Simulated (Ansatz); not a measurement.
Born–Oppenheimer molecular dynamics of CH4Cl2Si (8 atoms, charge 0, multiplicity 1). It starts from a relaxed structure.

Method: RKS PBE-D4/def2-SVP in Ansatz 0.2.0.

```
ensemble        : NVT, Nosé–Hoover chain
time step       : 1 fs
steps asked     : 150
set temperature : 3000 K
thermostat      : time constant 50 fs, chain length 1
seed            : 343101
```

First frame:

```xyz
8
Properties=species:S:1:pos:R:3
Si 0.007 -0.016 0.001
H -0.091 -0.205 1.483
C 1.763 -0.003 -0.634
H 2.265 -0.963 -0.395
H 1.772 0.136 -1.733
H 2.334 0.825 -0.168
Cl -0.910 1.790 -0.469
Cl -1.044 -1.564 -0.905
```

Q: What does the run give?

A: The run went to its last step.

```json
{
 "steps done": "150",
 "time covered": "150 fs",
 "mean temperature over the second half": "3698 K",
 "spread of the potential energy over the second half": "101.6 meV per atom",
 "mean potential energy of the second half above the start": "405.6 meV per atom"
}
```

The conserved energy wandered by up to 18.2 meV per atom (net 11.2 meV per atom), which is poor conservation. The mean temperature of the second half is 23 % above the set value. A run of 0.15 ps of so small a system gives no equilibrium averages.

Q: What happens to the structure?

A: The same pairs are bonded in the first frame and the last. Pairs count as bonded within 1.25 times the sum of covalent radii (0.12 Å more for H–H). Another seed would give other details.

Q: How do temperature and energy run in time?

A: 
```csv
time (fs),T (K),potential energy less start (eV),conserved less start (meV/atom)
0.0,3000,0.000,0.00
5.0,1826,0.949,4.54
10.0,1020,1.607,7.25
15.0,1031,1.600,5.07
20.0,1615,1.167,3.07
25.0,1632,1.230,5.33
30.0,1838,1.097,1.43
35.0,1294,1.605,4.34
40.0,1060,1.856,5.60
45.0,1440,1.621,3.12
50.0,1148,1.993,7.08
55.0,1946,1.515,7.23
60.0,2194,1.492,5.68
65.0,3142,0.957,1.73
70.0,3597,0.914,4.97
75.0,2279,2.201,8.01
80.0,2593,2.152,3.54
85.0,1740,3.075,9.24
90.0,2579,2.644,7.42
95.0,3349,2.344,7.66
100.0,3576,2.459,5.95
105.0,2474,3.626,9.30
110.0,2331,3.991,12.12
115.0,4759,2.415,4.76
120.0,4186,3.331,11.12
125.0,4665,3.326,11.13
130.0,3743,4.382,8.52
135.0,3230,5.054,11.97
140.0,5410,3.731,14.60
145.0,5361,4.103,15.37
150.0,7523,2.703,11.18
```

Time of the run: 6 min on 1 thread of AMD EPYC 7R43 64-Core Processor (Zen 3), with other jobs on the host, peak memory 0.14 GiB.
